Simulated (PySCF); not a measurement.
Basis-set dependence of population analyses: `C/C([SiH3])=C\F`

C₃H₇FSi.
Cartesian coordinates in Å at the PBE0-D3(BJ)/def2-SVP level; atoms count from 1:
```
atom  x, y, z in Å
C1    -0.970   -1.151    0.176
C2    -0.216    0.122   -0.090
Si3    1.598    0.250    0.347
C4    -0.797    1.179   -0.664
F5    -2.077    1.187   -1.036
H6    -0.596   -1.970   -0.461
H7    -0.841   -1.478    1.221
H8    -2.045   -1.032   -0.019
H9     2.393   -0.765   -0.413
H10    2.099    1.618    0.014
H11    1.804   -0.015    1.805
H12   -0.303    2.131   -0.885
```

PBE0 throughout (PySCF), one geometry, spherical d and f functions. Isolated species at its PBE0-D3(BJ)/def2-SVP geometry, gas phase. Atoms taken as equivalent share a column and are averaged. The first 7 of 8 kinds of atom are listed.

Mulliken charges (e):

```
        basis  functions      C1      C2     Si3      C4      F5  H6/H7/H8  H9/H10/H11
       STO-3G         36  -0.241  -0.199  +0.544  +0.005  -0.073    +0.082      -0.119
        6-31G         63  -0.540  -0.282  +0.545  +0.146  -0.308    +0.190      -0.103
     pcSseg-0         63  -0.634  -0.675  +0.596  +0.236  -0.347    +0.250      -0.055
       6-31G*         88  -0.583  -0.160  +0.334  +0.150  -0.292    +0.196      -0.070
     def2-SVP        109  -0.015  -0.396  +0.401  +0.208  -0.204    +0.060      -0.072
      cc-pVDZ        109  -0.032  -0.336  +0.255  +0.215  -0.167    +0.061      -0.051
     pcSseg-1        127  -0.204  -0.618  +0.556  +0.305  -0.268    +0.132      -0.090
  aug-cc-pVDZ        182  +0.345  -0.103  -0.749  +1.069  -0.496    -0.112      +0.241
6-311+G(2d,p)        185  -0.699  +0.321  +0.322  -0.102  -0.277    +0.163      -0.065
    def2-TZVP        203  -0.392  -0.105  +0.151  +0.057  -0.183    +0.141      -0.024
      cc-pVTZ        252  -0.287  -0.165  +0.178  +0.087  -0.158    +0.112      -0.033
     IGLO-III        254  -0.468  -0.127  +0.741  +0.109  -0.237    +0.133      -0.168
```

IAO charges (e):

| basis | functions | C1 | C2 | Si3 | C4 | F5 | H6/H7/H8 | H9/H10/H11 |
| --- | --- | --- | --- | --- | --- | --- | --- | --- |
| STO-3G | 36 | -0.396 | -0.323 | +0.642 | +0.015 | -0.089 | +0.136 | -0.124 |
| 6-31G | 63 | -0.435 | -0.275 | +0.452 | +0.111 | -0.249 | +0.159 | -0.078 |
| pcSseg-0 | 63 | -0.422 | -0.304 | +0.443 | +0.126 | -0.237 | +0.156 | -0.073 |
| 6-31G* | 88 | -0.414 | -0.318 | +0.580 | +0.153 | -0.255 | +0.151 | -0.114 |
| def2-SVP | 109 | -0.405 | -0.316 | +0.592 | +0.151 | -0.257 | +0.148 | -0.117 |
| cc-pVDZ | 109 | -0.415 | -0.312 | +0.573 | +0.147 | -0.257 | +0.151 | -0.112 |
| pcSseg-1 | 127 | -0.413 | -0.321 | +0.596 | +0.148 | -0.265 | +0.151 | -0.116 |
| aug-cc-pVDZ | 182 | -0.426 | -0.308 | +0.577 | +0.144 | -0.272 | +0.155 | -0.111 |
| 6-311+G(2d,p) | 185 | -0.428 | -0.318 | +0.609 | +0.145 | -0.273 | +0.156 | -0.119 |
| def2-TZVP | 203 | -0.427 | -0.322 | +0.617 | +0.151 | -0.271 | +0.156 | -0.122 |
| cc-pVTZ | 252 | -0.428 | -0.319 | +0.602 | +0.150 | -0.269 | +0.156 | -0.118 |
| IGLO-III | 254 | -0.429 | -0.320 | +0.616 | +0.147 | -0.273 | +0.157 | -0.121 |

Some averages cover members that differ in this geometry, most widely: H6/H7/H8, Mulliken in aug-cc-pVDZ -0.232 to -0.035; H9/H10/H11, Mulliken in aug-cc-pVDZ +0.166 to +0.280 e.

Q: Which scheme is steadiest as the basis changes?

A: Largest range over the bases for any column: IAO 0.20 e, Mulliken 1.49 e. IAO charges move least and Mulliken charges most, counted in e. Without the minimal STO-3G basis the ranges are IAO 0.17, Mulliken 1.49 e.

Q: How much do the charges still move between the two largest bases, cc-pVTZ and IGLO-III?

A: At most, over all atoms: Mulliken 0.563 e, IAO 0.015 e.

Q: What do the same runs give for the total energy, the frontier levels and the dipole moment?

A: 
| basis | energy (Eh) | HOMO (eV) | LUMO (eV) | μ (D) |
| --- | --- | --- | --- | --- |
| STO-3G | -501.2896 | -4.30 | 3.83 | 0.38 |
| 6-31G | -507.3646 | -7.20 | 0.34 | 0.85 |
| pcSseg-0 | -506.6267 | -7.44 | 0.05 | 0.88 |
| 6-31G* | -507.4448 | -7.13 | 0.37 | 0.35 |
| def2-SVP | -507.2178 | -7.33 | 0.09 | 0.48 |
| cc-pVDZ | -507.4776 | -7.23 | 0.20 | 0.41 |
| pcSseg-1 | -507.4389 | -7.41 | -0.01 | 0.58 |
| aug-cc-pVDZ | -507.4940 | -7.39 | -0.14 | 0.62 |
| 6-311+G(2d,p) | -507.5470 | -7.42 | -0.12 | 0.63 |
| def2-TZVP | -507.5676 | -7.40 | -0.04 | 0.51 |
| cc-pVTZ | -507.5611 | -7.37 | 0.02 | 0.46 |
| IGLO-III | -507.5730 | -7.41 | -0.09 | 0.58 |

The dipole is fixed by the density alone, so its range of 0.53 D shows that the density itself changes with the basis, not only its division among atoms.
